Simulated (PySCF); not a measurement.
Input file for PySCF: D3(BJ) and D4 dispersion corrections on CH4OPb (SMILES C[O][PbH]), a point of a torsion scan.

```python
from pyscf import gto
from pyscf.dispersion import dftd3, dftd4

mol = gto.M(
    atom='''
    C    -0.87703485   -0.18020370    0.04361448
    O     0.03497327    0.84766194   -0.06902675
    Pb    2.19412073    0.94206276   -0.23866496
    H    -0.52372011   -1.13020116   -0.39033386
    H    -1.80758989    0.10096642   -0.46670973
    H    -1.11512268   -0.36034350    1.10113398
    H     2.28621774    2.58217442    0.60023678
    ''',
    basis='def2-svp',
    charge=0, spin=0, verbose=0, max_memory=1800)
d3, d4 = {}, {}
for xc in ['hf', 'pbe', 'blyp', 'revpbe', 'tpss', 'r2scan', 'b3lyp', 'pbe0', 'bhlyp', 'camb3lyp', 'b2plyp']:
    d3[xc] = float(dftd3.DFTD3Dispersion(mol, xc=xc, version='d3bj', atm=False).get_dispersion()['energy'])
    print(f'D3(BJ) {xc:10s} {d3[xc]:14.8f} Eh')
for xc in ['hf', 'pbe', 'blyp', 'revpbe', 'tpss', 'r2scan', 'b3lyp', 'pbe0', 'bhlyp', 'camb3lyp', 'b2plyp']:
    d4[xc] = float(dftd4.DFTD4Dispersion(mol, xc={'camb3lyp': 'cam-b3lyp'}.get(xc, xc), atm=True).get_dispersion()['energy'])
    print(f'D4     {xc:10s} {d4[xc]:14.8f} Eh')
```

Output:

```
D3(BJ) hf            -0.03220546 Eh
D3(BJ) pbe           -0.00386423 Eh
D3(BJ) blyp          -0.00870110 Eh
D3(BJ) revpbe        -0.00954476 Eh
D3(BJ) tpss          -0.00503353 Eh
D3(BJ) r2scan        -0.00107116 Eh
D3(BJ) b3lyp         -0.00719749 Eh
D3(BJ) pbe0          -0.00349221 Eh
D3(BJ) bhlyp         -0.00598663 Eh
D3(BJ) camb3lyp      -0.00344017 Eh
D3(BJ) b2plyp        -0.00357962 Eh
D4     hf            -0.01510878 Eh
D4     pbe           -0.00425136 Eh
D4     blyp          -0.00936601 Eh
D4     revpbe        -0.01279221 Eh
D4     tpss          -0.00573560 Eh
D4     r2scan        -0.00097634 Eh
D4     b3lyp         -0.00694617 Eh
D4     pbe0          -0.00359304 Eh
D4     bhlyp         -0.00568477 Eh
D4     camb3lyp      -0.00368658 Eh
D4     b2plyp        -0.00295151 Eh
```

The run finished.

Cost: about 0.04 core-seconds (a rough figure).
